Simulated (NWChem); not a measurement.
System: C2H4N3 cation; SMILES c1n[nH]c[nH+]1

Input file for NWChem:

```
start job
memory heap 200 mb stack 700 mb global 900 mb
charge 1
geometry units angstroms noautosym nocenter noautoz
  C     -1.046681     0.457841     0.000000
  N     -0.880045    -0.831672     0.000000
  N      0.446156    -0.999234     0.000000
  C      1.106100     0.144947     0.000000
  N      0.166890     1.092368     0.000000
  H     -2.009294     0.968983     0.000000
  H      0.840076    -1.941207     0.000000
  H      2.187379     0.284209     0.000000
  H      0.333446     2.098377     0.000000
end
basis spherical
  * library pcsseg-1
end
dft
  xc kt2
  iterations 150
end
property
  shielding
  efieldgrad
end
task dft property
```

Geometry: optimised at PBE0/def2-SVP.

GIAO values for the isolated, static molecule; σ is the absolute isotropic shielding, δ = σ(reference) − σ with the isolated reference molecule computed at the same levels (13C: tetramethylsilane, 1H: tetramethylsilane, 15N: ammonia).

Atoms are numbered as in the input.

Question: Predict the main results of this run. (KT2/pcSseg-1, GIAO.) Quantities: δ C1 (ppm); δ N3 (ppm); δ N5 (ppm); δ H6 (ppm); δ H7 (ppm); δ H8 (ppm); δ H9 (ppm).

Answer: 
| Property | Value |
|---|---|
| δ C1 (ppm) | 136.1 |
| δ N3 (ppm) | 227.2 |
| δ N5 (ppm) | 186.0 |
| δ H6 (ppm) | 8.65 |
| δ H7 (ppm) | 11.02 |
| δ H8 (ppm) | 8.93 |
| δ H9 (ppm) | 9.87 |
